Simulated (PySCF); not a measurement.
CuI, SMILES [Cu][I] (connectivity only; charge and spin as stated), charge +1, multiplicity 2.

The structure is a stationary point at B3LYP-D3(BJ)/def2-TZVP. The spin state was assumed, not searched. The def2 effective core potentials stand for the cores of I; spin–orbit coupling is left out.

These are PBE/def2-TZVPD (PySCF) values and carry that method's errors.

The molecule is in vacuum.

| Item | Result |
|---|---|
| total energy | -1937.69184 hartree |
| point group | C∞v |
| α spin, highest occupied and lowest empty level | -12.50 and -9.50 eV |
| β spin, highest occupied and lowest empty level | -12.26 and -12.20 eV |
| dipole moment about the centre of nuclear charge | 3.79 D |
| ⟨S²⟩ | 0.753 (pure state 0.75) |
